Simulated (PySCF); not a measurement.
PySCF input for C2H2N3, SMILES [c]1nc[nH]n1, multiplicity 2, B3LYP/pcH-1. The structure is a stationary point at B3LYP-D3(BJ)/def2-SVP. The isomer is the one that the SMILES or the coordinates give; other isomers of the formula were not compared.

```python
import numpy as np
from pyscf import gto, scf, dft
from pyscf.prop.hfc import uks as hfc
from pyscf.prop.gtensor import uks as gtensor

mol = gto.M(
    atom='''
    C     1.15418409    0.00047090    0.00000000
    N     0.48037204   -1.11897543    0.00000000
    N    -0.79526620   -0.64241434    0.00000000
    C    -0.78634182    0.71205719    0.00000000
    N     0.46746668    1.14489376    0.00000000
    H    -1.58460330   -1.28068669    0.00000000
    H    -1.69045796    1.32099026    0.00000000
    ''',
    basis='pcH-1',
    charge=0,
    spin=1,
    max_memory=1600,
    verbose=3,
)
mf = dft.UKS(mol, xc='b3lyp').density_fit(auxbasis='def2-universal-jkfit')
mf.grids.level = 3
mf.conv_tol = 1e-10
mf.max_cycle = 100
mf.kernel()
fine, coarse = mf.grids, dft.Grids(mol).set(level=1).build(with_non0tab=True)
for _ in range(3):  # follow internal instabilities
    mf.grids = coarse
    mo, _, stable, _ = mf.stability(return_status=True, nroots=4)
    mf.grids = fine
    if stable:
        break
    mf.kernel(mf.make_rdm1(mo, mf.mo_occ))
A = hfc.HFC(mf).make_fcdip(mf.make_rdm1())  # Fermi contact and dipolar terms, MHz
print('atom   A(iso)/MHz   principal dipolar parts/MHz')
for i, a in enumerate(A):
    w = np.linalg.eigvalsh((a + a.T) / 2)
    print(f'{mol.atom_symbol(i):2s}{i + 1:3d} {w.mean():12.2f}', (w - w.mean()).round(2))
gt = gtensor.GTensor(mf)
gt.dia_soc2e, gt.para_soc2e, gt.so_eff_charge = None, None, True
gt.max_cycle_cphf = 60
g = gt.kernel()
```

It prints:

```

WARN: HOMO -0.221553906763159 >= LUMO -0.221553906763166

converged SCF energy = -241.565130951304  <S^2> = 0.75567027  2S+1 = 2.0056623
<class 'pyscf.df.df_jk.DFUKS'> wavefunction is stable in the internal stability analysis
atom   A(iso)/MHz   principal dipolar parts/MHz
C   1       762.52 [-69.44 -51.99 121.43]
N   2        92.60 [-5.86  0.79  5.07]
N   3        23.90 [-3.92 -1.58  5.49]
C   4        64.94 [-4.61 -4.48  9.08]
N   5        88.66 [-4.81 -1.5   6.31]
H   6         4.29 [-4.71 -1.29  6.  ]
H   7        -0.35 [-3.8  -2.1   5.89]
SOC(1e)/OZ [-0.00038654 -0.00163268  0.00117713]
free electron g 2.00231930436182
g-tensor total [2.00178606 2.00055588 2.0032467 ]
g-shift (ppt) [-0.53324326 -1.7634205   0.92739912]
```

The run converged.
